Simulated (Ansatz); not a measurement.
Relaxation of C₃H₆BBr (11 atoms, charge 0, multiplicity 1), to a largest force component of 0.02 eV/Å in at most 50 steps.

All numbers below come from RKS B3LYP-D4/def2-SVP in Ansatz.

```xyz
11
Properties=species:S:1:pos:R:3:forces:R:3
C -1.480 1.341 -0.541 -4.31 4.25 -1.52
C -0.376 0.884 -0.108 3.61 -2.49 1.36
Br 0.959 2.087 0.493 0.58 0.58 0.33
B -0.051 -0.656 -0.087 -5.36 -1.40 1.38
C 1.246 -1.287 0.425 -1.36 -1.48 5.28
H -1.693 2.474 -0.568 0.26 -1.61 0.09
H -2.298 0.739 -0.905 -0.23 -0.60 -0.20
H -0.932 -1.384 -0.471 0.19 0.11 -0.76
H 1.406 -0.969 1.543 0.47 0.08 -2.27
H 1.089 -0.392 -0.129 5.75 2.01 -2.52
H 1.197 -2.386 0.393 0.41 0.56 -1.17
```

Question: Where does it end, and by what steps?

Answer: The forces met the threshold. The force dipped under the threshold on the way, but the program's further checks kept it going. After 18 steps the energy has fallen by 3.398 eV; H10 moved furthest, 1.19 Å. Parted: B4–H10 (1.17 → 2.14 Å).

```tsv
step	energy less start (eV)	largest force component (eV/Å)	accepted
0	0.0000	5.748	yes
1	-1.7808	3.624	yes
2	-2.6696	1.434	yes
3	-3.0444	0.864	yes
4	-3.2286	0.442	yes
5	-3.3444	0.448	yes
6	-3.3845	0.381	yes
7	-3.3916	0.231	yes
8	-3.3940	0.136	yes
9	-3.3959	0.083	yes
10	-3.3964	0.081	yes
11	-3.3971	0.025	yes
12	-3.3957	0.201	no
13	-3.3969	0.055	no
14	-3.3972	0.008	yes
15	-3.3974	0.033	yes
16	-3.3968	0.114	no
17	-3.3976	0.031	yes
18	-3.3977	0.007	yes
```

```xyz
11
Properties=species:S:1:pos:R:3
C -1.617 1.441 -0.528
C -0.476 0.927 -0.037
Br 0.788 2.139 0.777
B -0.144 -0.592 -0.095
C 1.156 -1.246 0.458
H -1.869 2.504 -0.483
H -2.339 0.766 -0.998
H -0.976 -1.263 -0.666
H 1.644 -0.676 1.263
H 1.869 -1.247 -0.395
H 1.032 -2.300 0.749
```

Whether the end is a true minimum wasn't checked by a vibrational analysis.

The run took 2 min on 2 threads of Arm Neoverse N1 (shared host), peak memory 0.29 GiB.
